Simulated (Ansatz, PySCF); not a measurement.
ClO2V, multiplicity 1. Atoms are numbered in the order given.

```xyz
4

V      0.4307    -0.2173     0.0000
O      1.2143     0.2291     1.2678
O      1.2143     0.2291    -1.2678
Cl    -1.7256     0.0783     0.0000
```
Charge 0, spin multiplicity 1.

The structure is a stationary point at PBE0-D3(BJ)/def2-SVP. The spin state was assumed, not searched.

Vertical ionisation energy (IE) and electron affinity (EA) in eV. Rows of orbital energies are one-electron estimates. Where ΔSCF, EOM or ADC give a negative EA the extra electron is unbound and the value depends on the basis.

```csv
level,IE,EA
"−ε(HOMO), −ε(LUMO), HF/def2-TZVPD (PySCF)",12.89,1.06
"−ε(HOMO), −ε(LUMO), PBE/def2-TZVPD (PySCF)",(withheld),(withheld)
"ΔSCF, CAM-B3LYP/def2-SVPD (Ansatz), final states of multiplicity 2 and 2",11.82,2.98
"ΔSCF, PBE/def2-SVPD (Ansatz), final states of multiplicity 2 and 2",11.13,2.29
```

Q: Some entries are withheld; supply them. (An estimate is asked for; the answer gives what the named calculation found.)

A: 
- −ε(HOMO), −ε(LUMO), PBE/def2-TZVPD (PySCF), IE: 7.65
- −ε(HOMO), −ε(LUMO), PBE/def2-TZVPD (PySCF), EA: 5.21

Q: What vertical singlet–triplet gap does ΔSCF give with CAM-B3LYP/def2-SVPD (Ansatz, a quantum-chemistry and plane-wave program) and with PBE/def2-SVPD (Ansatz)? (The exact figures need the calculation; the answer reports its results.)

A: 2.03 and 2.45 eV (triplet above singlet where positive).
